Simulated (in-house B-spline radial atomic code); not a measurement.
# Response and correlation of the chromium ion Cr⁶⁺

Closed shell [Ne] 3s2 3p6. Computed with an all-electron radial atomic-structure program (B-spline basis): Dirac-Hartree-Fock, relativistic RPA (time-dependent Dirac-Hartree-Fock) for the response and second-order many-body perturbation theory for correlation, no-pair Dirac-Coulomb Hamiltonian, finite nucleus.

Command:
```bash
python run_mb.py task.json out
```
Settings (nuclear radius in fm, box in bohr, cutoff in hartree):
```
basis_form          2
Z                   24
core_configuration  [Ne] 3s2 3p6
rms_radius          3.6452
mass_number         52
speed_of_light      137.036
box_radius          9.487
lmax                7
intervals           62
virtual_cutoff      14400.0
```

Cost of the run: 1.5 s on 1 thread of Intel(R) Xeon(R) 6975P-C (shared host).

```csv
"multipole (bohr³, bohr⁵, bohr⁷)",uncoupled,coupled RPA
dipole,0.88268,?
quadrupole,0.6087,0.68855
octupole,1.1046,1.375
```

Problem. What is the coupled dipole polarisability?

Solution. 0.81145 atomic units, -8 % against the uncoupled value.

Problem. Which subshells carry the dipole polarisability?

Solution. 3p3/2 65.9 %, 3p1/2 31.6 %, 3s1/2 2.3 %.

Problem. What does the dipole shielding factor come to?

Solution. The dipole shielding factor is 0.750, against the exact N/Z = 18/24 = 0.750 of the non-relativistic theorem.

Dipole polarisability at imaginary frequency:

```csv
u (Eh),α(iu) (bohr³)
0,0.8114
0.37,0.7921
0.926,0.7051
1.85,0.5133
2.78,0.3607
3.7,0.2616
5.56,0.1534
7.41,0.1017
9.26,0.07323
13,0.04399
18.5,0.02571
27.8,0.01365
37,0.008612
55.6,0.004329
92.6,0.001738
185,0.0004734
```

Problem. What dispersion coefficients follow for two such ions (the dispersion part alone)?

Solution. C6 = (3/π)∫α(iu)²du = 1.249 hartree·bohr⁶ and C8 = 6.634 hartree·bohr⁸.

Lowest J = 1 odd-parity excitations:

```json
{"energy (eV)": "41.7", "oscillator strength": "0.000309", "leading channel": "3p3/2 → d3/2", "weight": "0.589"}
{"energy (eV)": "47.732", "oscillator strength": "0.00412", "leading channel": "3p1/2 → d3/2", "weight": "0.504"}
{"energy (eV)": "60.784", "oscillator strength": "3.44", "leading channel": "3p3/2 → d5/2", "weight": "0.563"}
{"energy (eV)": "83.589", "oscillator strength": "0.0755", "leading channel": "3p3/2 → s1/2", "weight": "0.791"}
{"energy (eV)": "85.045", "oscillator strength": "0.256", "leading channel": "3p1/2 → s1/2", "weight": "0.79"}
{"energy (eV)": "106.34", "oscillator strength": "0.0026", "leading channel": "3p3/2 → d3/2", "weight": "0.596"}
{"energy (eV)": "107.87", "oscillator strength": "0.155", "leading channel": "3p3/2 → d5/2", "weight": "0.65"}
{"energy (eV)": "109.04", "oscillator strength": "0.0778", "leading channel": "3p1/2 → d3/2", "weight": "0.935"}
```

Second-order correlation energy by the highest angular momentum of the excited pair (hartree): s -0.0204, p -0.1697, d -0.4234, f -0.1132, g -0.04511, h -0.01701, i -0.007816, k -0.004078.

Problem. What is the second-order correlation energy at the partial-wave limit?

Solution. The listed waves sum to -0.80069 hartree; extrapolating the increments as (l + 1/2)⁻⁴ gives -0.80902 hartree, -1.22 eV per electron.
